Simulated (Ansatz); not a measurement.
`C[CH](C)[SnH2][CH](C)C` + `C[O][In]([OH])[SH]` → `C[O][In]([SH])[O]C(C)C` + `C[CH](C)[SnH3]`  (substitution at a C–Sn bond)

Isolated molecules relaxed with PBE0-D4/def2-TZVP in Ansatz; ΔE leaves out vibrations. CBS: MP2 limit from def2 TZ/QZ plus the TZ coupled-cluster correction, frozen cores. DFT in def2-TZVPP. B3LYP here is the variant with VWN-RPA as its local correlation; programs differ in this. def2 core potentials past Kr. For In, Sn outer-core shells are correlated without core-valence functions, which leaves a few kJ/mol of doubt a bond. Each species was taken in one conformer, which may not be the lowest.

`C[CH](C)[SnH2][CH](C)C`:

Cartesian coordinates in Å:
```
C -1.703 2.013 -1.498
C -0.687 1.366 -0.568
C 0.740 1.640 -1.019
Sn -1.068 -0.759 -0.380
C 0.299 -1.697 1.019
C 0.435 -0.856 2.280
C 1.650 -1.988 0.383
H -1.534 3.095 -1.567
H -2.731 1.861 -1.159
H -1.628 1.612 -2.514
H -0.824 1.772 0.440
H 0.919 2.718 -1.112
H 1.480 1.246 -0.319
H 0.944 1.196 -1.999
H -0.900 -1.482 -1.932
H -2.686 -0.988 0.154
H -0.178 -2.648 1.281
H 0.874 0.123 2.065
H -0.527 -0.685 2.771
H 1.092 -1.348 3.008
H 1.561 -2.622 -0.502
H 2.311 -2.500 1.092
H 2.160 -1.069 0.077
```

`C[O][In]([OH])[SH]`:

Cartesian coordinates in Å:
```
C -0.465 -0.366 -1.794
O -0.930 -0.355 -0.464
In 0.227 0.198 1.031
O 1.998 0.866 0.460
S -0.571 0.063 3.250
H 0.286 0.405 -2.002
H -0.027 -1.338 -2.054
H -1.317 -0.193 -2.461
H 2.548 1.159 1.190
H -1.750 -0.439 2.843
```

`C[O][In]([SH])[O]C(C)C`:

```xyz
19

C    -2.940    1.751    0.981
O    -2.390    1.792   -0.313
In   -0.725    0.832   -0.758
S     0.174    1.088   -2.929
O    -0.070   -0.261    0.755
C     1.083   -1.067    0.669
C     2.328   -0.234    0.425
C     0.922   -2.163   -0.369
H    -2.567    2.579    1.598
H    -2.732    0.817    1.516
H    -4.028    1.857    0.902
H    -0.808    1.932   -3.292
H     1.178   -1.543    1.656
H     2.290    0.238   -0.565
H     2.413    0.551    1.178
H     3.232   -0.847    0.460
H     1.774   -2.848   -0.363
H     0.852   -1.734   -1.377
H     0.015   -2.739   -0.176
```

`C[CH](C)[SnH3]`:

Z-matrix (Å, degrees):
```
C
C 1 1.521
H 1 1.093 2 112.3
H 1 1.096 2 110.7 3 -120.2
H 1 1.095 2 111.5 3 120.9
C 2 1.521 1 111.9 3 177.5
Sn 2 2.163 1 110.8 3 -58.4
H 2 1.095 1 109.0 3 56.9
H 6 1.095 2 111.5 1 61.7
H 6 1.097 2 110.7 1 -57.3
H 6 1.093 2 112.3 1 -177.5
H 7 1.713 2 109.0 1 -62.7
H 7 1.711 2 110.7 1 177.8
H 7 1.712 2 110.7 1 56.9
```

(1) Is it downhill or uphill in electronic energy at CCSD(T)/CBS, and by how much? (Estimate.)

(2) What do these levels give: PBE-D4, PBE0-D4, B3LYP-D4, ωB97X-V, B2PLYP, MP2/def2-TZVPP, CCSD/def2-TZVPP, CCSD(T)/def2-TZVPP, MP2/def2-QZVPP, SCS-MP2/def2-QZVPP, HF/CBS(def2), CCSD/CBS(def2)? (Estimate.)

Largest T1 diagnostic among the species: 0.016.

Results:

(1) Ansatz gave: Uphill: ΔE = +42.9 kJ/mol.

(2) The calculation gave: PBE-D4 34.1, PBE0-D4 33.8, B3LYP-D4 31.1, ωB97X-V 29.3, B2PLYP 34.5, MP2/def2-TZVPP 47.7, CCSD/def2-TZVPP 35.5, CCSD(T)/def2-TZVPP 36.3, MP2/def2-QZVPP 51.7, SCS-MP2/def2-QZVPP 45.5, HF/CBS(def2) 20.4, CCSD/CBS(def2) 42.2 kJ/mol.

In def2-TZVPP, CCSD(T) changes the Hartree–Fock value by +16.3 kJ/mol (the triples alone add +0.8 kJ/mol) and MP2 by +27.8 kJ/mol.
